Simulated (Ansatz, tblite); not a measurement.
Removing and adding an electron: Zn₈H₂₆S₈. The state is a singlet with charge 0. Geometry: PBE-D4/def2-SVP, loosely relaxed. Ansatz, gas phase; energy differences of separate SCF runs; the oxidised species was run as a doublet alone; the reduced species was run as a doublet alone.

```xyz
42

S     1.536    2.039    2.896
Zn    3.906    1.671    2.856
S     4.201   -0.742    2.933
S    -1.718    2.478    1.383
Zn    0.731   -0.237    2.963
S     1.505   -0.578    0.713
Zn    2.803   -1.009   -1.644
S    -0.385    1.629   -1.728
Zn   -1.888    0.137    2.012
S    -1.883   -1.225    0.054
Zn    0.318   -2.571   -0.190
S     0.606   -1.829   -2.480
Zn    1.512    0.980   -3.091
Zn   -4.145   -0.819    0.985
S    -3.685   -0.926   -2.702
Zn   -1.393   -1.413   -4.472
H     1.428    2.491    4.178
H    -0.433    2.631    1.881
H     4.159    1.874    0.667
H     5.019    2.711    3.189
H     4.759   -0.726    4.179
H     2.811   -0.995    3.460
H    -4.277    1.381    0.075
H    -1.252    2.257    0.055
H     1.646   -1.195    3.910
H     0.730    0.332    0.041
H     3.993   -1.993   -1.430
H    -1.290    1.313   -2.722
H     3.605    1.331    0.595
H    -3.576    0.010    2.379
H    -0.937   -0.268    3.304
H    -1.500   -0.118   -0.708
H     0.321   -3.957    0.519
H     0.001   -0.634   -2.124
H     2.685    0.658   -1.893
H     1.647    1.214   -4.622
H    -4.250    0.956   -0.576
H    -5.457   -1.514    0.544
H    -4.468   -0.730   -3.804
H    -4.491   -1.922   -2.228
H    -1.580   -2.857   -5.050
H    -1.314    0.163   -4.305
```

The xTB rows come from tblite. Single mean-field runs in def2-SVP are fitted with def2-universal-jkfit. In the singlet geometry the species has come apart into loosely held pieces. In the singlet, H23 and H37 lie 0.78 Å apart, H19 and H29 lie 0.78 Å apart, H22 and H25 lie 1.27 Å apart (atoms count from 1), so H2 has formed as a molecule. In the doublet geometry the species has come apart into loosely held pieces.

| level | −HOMO (eV) | vertical IE (eV) | −LUMO (eV) | vertical EA (eV) | HOMO–LUMO gap (eV) | IE − EA (eV) | remarks |
| --- | --- | --- | --- | --- | --- | --- | --- |
| GFN1-xTB | 9.37 | 11.58 | 5.36 | 3.72 | 4.01 | 7.86 | loose geometry (+1 doublet), loose geometry (-1 doublet), loose geometry (singlet) |
| PBE-D4/def2-SVP | 5.74 | – | 1.89 | 0.36 | 3.85 | – | HOMO above zero (-1 doublet), loose geometry (-1 doublet), loose geometry (singlet) |
| r2SCAN0-D4/def2-SVP | 7.08 | 8.47 | 0.93 | -0.11 | 6.15 | 8.59 | HOMO above zero (-1 doublet), loose geometry (+1 doublet), loose geometry (-1 doublet), loose geometry (singlet) |

(1) Estimate the rows for GFN2-xTB, PBE0-D4/def2-SVP.

Results:

(1) 
```json
{"level": "GFN2-xTB", "−HOMO (eV)": "10.38", "vertical IE (eV)": "12.38", "−LUMO (eV)": "6.98", "vertical EA (eV)": "5.32", "HOMO–LUMO gap (eV)": "3.40", "IE − EA (eV)": "7.06", "remarks": "loose geometry (+1 doublet), loose geometry (-1 doublet), loose geometry (singlet)"}
{"level": "PBE0-D4/def2-SVP", "−HOMO (eV)": "6.89", "vertical IE (eV)": "8.34", "−LUMO (eV)": "1.06", "vertical EA (eV)": "0.00", "HOMO–LUMO gap (eV)": "5.83", "IE − EA (eV)": "8.34", "remarks": "HOMO above zero (-1 doublet), loose geometry (+1 doublet), loose geometry (-1 doublet), loose geometry (singlet)"}
```

Run but left out: PBE-D4/def2-SVP (charge +1 doublet: an occupied level 0.08 eV above an empty one).   A HOMO above zero means that the electron is unbound at that level or that self-interaction error raises the level; the energy of removing that electron tells which. Raw xTB energy differences between charge states are shifted by several eV; the methods need an empirical correction for them. Sets without diffuse functions give affinities that are too small. A negative affinity means that the extra electron isn't bound; its size then hangs on the basis.
